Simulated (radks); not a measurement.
Valence configurations of I+ (all share [Kr]). All-electron calculation, scalar-relativistic Kohn-Sham, BLYP, spin-unpolarised, spherical densities, point nucleus. Program: a radial shooting solver on a logarithmic mesh with Libxc functionals. Energies are relative to 4d10 5s2 5p4; eigenvalues in eV.

valence	E (eV)	e(4d)	e(5p)	e(5s)
4d10 5s2 5p4	0.000	-59.572	-15.181	-26.116
4d10 5s1.5 5p4.5	5.489	-60.238	-15.474	-26.497
4d10 5s1 5p5	11.022	-60.893	-15.761	-26.870
4d10 5p6	22.216	-62.174	-16.316	-
4d9.5 5s2 5p4.5	22.859	-62.969	-15.891	-27.197
4d9.5 5s1.5 5p5	28.532	-63.616	-16.175	-27.565
4d9 5s2 5p5	47.062	-66.361	-16.591	-28.257
4d9 5s1.5 5p5.5	52.915	-66.991	-16.867	-28.613

NIST lists [Kr] 4d10 5s2 5p4 as the ground configuration; this level of theory agrees among the configurations tried. The energies are those of spherical spin-averaged densities, not of single terms.
